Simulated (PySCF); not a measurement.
Working out the ionisation energy of Fe

Fe [Ar] 3d6 4s2 (5D) → Fe⁺ [Ar] 3d6 4s1 (6D). Calculation: PySCF 2.14, in aug-cc-pVDZ-DK; the spin-free X2C one-electron Hamiltonian (Gaussian nucleus). Frozen: [Ar]. Energies in hartree (1 hartree = 27.21139 eV):

```
             part    Fe (lower)   Fe⁺ (upper)
              UHF  -1271.345113  -1271.108518
MP2 opposite-spin     -0.083885     -0.046968
    MP2 same-spin     -0.074955     -0.073437
```

Task: What does Hartree-Fock give?

Result: (-1271.108518) − (-1271.345113) = 0.236595 hartree = 6.438 eV.

Task: What do MP2 and SCS-MP2 (6/5 opposite-spin, 1/3 same-spin) give?

Result: The opposite-spin parts differ by 1.005 eV and the same-spin parts by 0.041 eV. MP2: 6.438 + (1.005) + (0.041) = 7.484 eV. SCS-MP2: 6.438 + 1.2 × (1.005) + (0.041)/3 = 7.658 eV.

Measured between the centres of the two terms (NIST): 7.904 eV, so MP2 (valence) is off by -0.420 eV.

A double-zeta basis recovers only part of the correlation energy.

What remains against the reference includes basis incompleteness, the frozen core and correlation beyond second order.
